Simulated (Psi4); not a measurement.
C2H6Si, charge -1, doublet, at a GFN2-xTB geometry (a state made from the parent by changing its charge; the spin is typed, not shown lowest) (a gas-phase anion, which may not be bound at this level). Base run: CCSD(T)/def2-SV(P) run with Psi4 1.11.

Input for Psi4:
```
memory 2 GB

molecule mol {
-1 2
  Si   -0.252154    0.114819    0.678177
  C     0.749586    1.260042   -0.459012
  H     0.937025    2.212597    0.046029
  H     0.231315    1.495635   -1.399976
  H     1.731315    0.846503   -0.732357
  C    -0.415417   -1.412207   -0.439747
  H     0.554275   -1.853356   -0.712893
  H    -0.945725   -1.204224   -1.380512
  H    -0.983059   -2.191635    0.077780
}

set basis def2-sv(p)
set reference uhf

energy('ccsd(t)')
print_variables()
```

The base run was repeated with changes; each row names its change, and settings that it needs were set with it.

```json
[
 {"change": "base", "ΔE vs base (kcal/mol)": "0.000", "MP2 correlation (Eh)": "-0.34815", "CC correlation without the perturbative part (Eh)": "-0.39379", "basis functions": "58", "core-seconds (rough)": "80", "outcome": "converged"},
 {"change": "cc_type = df", "ΔE vs base (kcal/mol)": "-", "MP2 correlation (Eh)": "-", "CC correlation without the perturbative part (Eh)": "-", "basis functions": "-", "core-seconds (rough)": "-", "outcome": "input refused"},
 {"change": "method = cisd", "ΔE vs base (kcal/mol)": "-", "MP2 correlation (Eh)": "-", "CC correlation without the perturbative part (Eh)": "-", "basis functions": "-", "core-seconds (rough)": "-", "outcome": "input refused"},
 {"change": "method = mp2.5", "ΔE vs base (kcal/mol)": "24.30", "MP2 correlation (Eh)": "-0.34791", "CC correlation without the perturbative part (Eh)": "-", "basis functions": "58", "core-seconds (rough)": "6", "outcome": "converged"},
 {"change": "method = omp2", "ΔE vs base (kcal/mol)": "32.63", "MP2 correlation (Eh)": "-0.34791", "CC correlation without the perturbative part (Eh)": "-", "basis functions": "58", "core-seconds (rough)": "8", "outcome": "converged"},
 {"change": "method = ccsd", "ΔE vs base (kcal/mol)": "6.69", "MP2 correlation (Eh)": "-0.34815", "CC correlation without the perturbative part (Eh)": "-0.39379", "basis functions": "58", "core-seconds (rough)": "40", "outcome": "converged"},
 {"change": "puream = off", "ΔE vs base (kcal/mol)": "-18.52", "MP2 correlation (Eh)": "-0.36272", "CC correlation without the perturbative part (Eh)": "-0.40885", "basis functions": "61", "core-seconds (rough)": "100", "outcome": "converged"},
 {"change": "freeze_core = on", "ΔE vs base (kcal/mol)": "7.95", "MP2 correlation (Eh)": "-0.33494", "CC correlation without the perturbative part (Eh)": "-0.38145", "basis functions": "58", "core-seconds (rough)": "30", "outcome": "converged"},
 {"change": "method = mp3", "ΔE vs base (kcal/mol)": "13.11", "MP2 correlation (Eh)": "-0.34791", "CC correlation without the perturbative part (Eh)": "-", "basis functions": "58", "core-seconds (rough)": "4", "outcome": "converged"},
 {"change": "puream = on", "ΔE vs base (kcal/mol)": "0.000", "MP2 correlation (Eh)": "-0.34815", "CC correlation without the perturbative part (Eh)": "-0.39379", "basis functions": "58", "core-seconds (rough)": "80", "outcome": "converged"}
]
```

Open shells are given as the SCF converged; they aren't shown to be the lowest states, and a large step between rows can be another state.

A gas-phase anion may not be bound at this level; its values then depend on the basis.

- cc_type = df: ended with `psi4.driver.p4util.exceptions.MissingMethodError: Method=ccsd(t) is not available for any derivative level under conditions CC_TYPE=DF, REFERENCE=UHF, FREEZE_CORE=FALSE, QC_MODULE=(auto). See https://psicode.org/psi4manual/master/introduction.html#ss-ccsd-prt-`
- method = cisd: ended with `psi4.driver.p4util.exceptions.MissingMethodError: Method=cisd is not available for any derivative level under conditions CI_TYPE=CONV, REFERENCE=UHF, FREEZE_CORE=FALSE, QC_MODULE=(auto). See https://psicode.org/psi4manual/master/introduction.html#ss-cisd. Or d`
